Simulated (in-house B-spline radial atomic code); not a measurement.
A fraction x of an electron is removed from 3p in S II (S+), starting from [Ne] 3s2 3p3 and keeping the highest spin. Level of theory: scalar-relativistic (X2C) PBE, spin-polarised, spherical fractional occupations, Fermi nucleus of rms radius 3.2611 fm; calculated with a B-spline radial code for spherical atoms.

```
   x  E(x) - E(0) (eV)  3p up level (eV)
   0            0.0000           -17.907
0.03            0.5420           -18.224
 0.2            3.7939           -20.040
0.33            6.4907           -21.451
0.46            9.3721           -22.881
 0.5           10.2962           -23.324
0.52           10.7649           -23.547
0.65           13.9204           -25.002
0.87           19.6952           -27.504
0.96           22.2171           -28.540
   1           23.3679           -29.003
```

The exact functional would give a straight line between the two integer points. Deviations E(x) - E(0) - x[E(1) - E(0)], in eV: -0.159 at x = 0.03, -0.88 at x = 0.2, -1.221 at x = 0.33, -1.377 at x = 0.46, -1.388 at x = 0.5, -1.386 at x = 0.52, -1.269 at x = 0.65, -0.635 at x = 0.87, -0.216 at x = 0.96.

The curve lies below the straight line by up to 1.388 eV (at x = 0.5): convex, the delocalisation error that favours fractional charges.

**Question.** How well does Slater's transition state (minus the level at half occupation) give the ionisation energy?

**Answer.** It gives 23.324 eV against 23.368 eV from the two total energies; NIST lists 23.34 eV, ground level to ground level.
